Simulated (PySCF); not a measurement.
**Cost of excited-state runs on `C=C[C@@H]([AsH2])C[AsH2]`, C4H10As2**

Geometry:
```
atom   x (Å)   y (Å)   z (Å)
  C1  -0.692   2.247  -0.373
  C2  -0.415   0.974  -0.606
  C3  -0.563  -0.125   0.389
 As4  -2.163  -1.231  -0.132
  C5   0.713  -0.948   0.471
 As6   2.280   0.239   0.811
  H7  -0.572   3.005  -1.130
  H8  -1.057   2.580   0.586
  H9  -0.051   0.664  -1.582
 H10  -0.789   0.309   1.372
 H11  -1.703  -2.447   0.634
 H12  -1.497  -1.792  -1.361
 H13   0.889  -1.462  -0.483
 H14   0.633  -1.711   1.252
 H15   3.131  -0.871   1.368
 H16   1.847   0.579   2.211
```

PySCF with density fitting, on 1 thread of an Arm Neoverse V1, shared host. Command: `OMP_NUM_THREADS=1 python excited_run.py task.json out`

(1) How long does each of these runs take, and how much memory?
- magnetisability and related constants, CAM-B3LYP/def2-SVP; usual settings
- magnetisability and related constants, HF/pcSseg-1; isotopologues; writes grids
- magnetisability and related constants, KT3/6-31G*; fitting basis def2-universal-jkfit

Results:

(1) 
| run | level | basis functions | wall time | peak memory (GiB) |
| --- | --- | --- | --- | --- |
| magnetisability and related constants | CAM-B3LYP/def2-SVP | 170 | 59 s | 0.9 |
| magnetisability and related constants | HF/pcSseg-1 | 200 | 49 s | 0.99 |
| magnetisability and related constants | KT3/6-31G* | 140 | 41 s | 0.63 |

Times from a shared host are rough.
